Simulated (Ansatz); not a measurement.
C₂H₅AlO (`[CH3][Al]1[CH2][O]1`), relaxed with RKS PBE-D4/def2-SVP in the Gaussian-basis code of Ansatz from a rough embedded geometry. The force threshold is 0.03 eV/Å; the program also tests the step.

Total charge 0; spin multiplicity 1.

Start:

```xyz
9

C    -1.431   -1.002    0.049
Al    0.315   -0.282    0.422
C     1.480    1.077   -0.239
O     1.471    0.972    1.174
H    -1.665   -1.934    0.645
H    -1.568   -1.276   -1.062
H    -2.237   -0.272    0.283
H     1.100    1.966   -0.641
H     2.536    0.751   -0.631
```

Task: How much energy does the relaxation release, and in how many steps? (Estimate.)

Result: The calculation gave: 0.88 eV, in 7 steps.

Task: Which bonds change most? (Best estimate.)

Result: The calculation gave: Al2–O4 from 1.864 to 1.746 Å; C3–O4 from 1.417 to 1.488 Å; C3–H8 from 1.047 to 1.111 Å; C3–H9 from 1.173 to 1.111 Å.

Task: Give the relaxed structure. (Estimate.)

Result: The calculation gave: 
```xyz
9

C    -1.530   -1.061    0.046
Al    0.075    0.041   -0.039
C     1.635    1.125   -0.285
O     1.156    0.818    1.090
H    -1.381   -1.905    0.751
H    -1.813   -1.474   -0.942
H    -2.382   -0.457    0.424
H     1.599    2.207   -0.536
H     2.639    0.707   -0.509
```
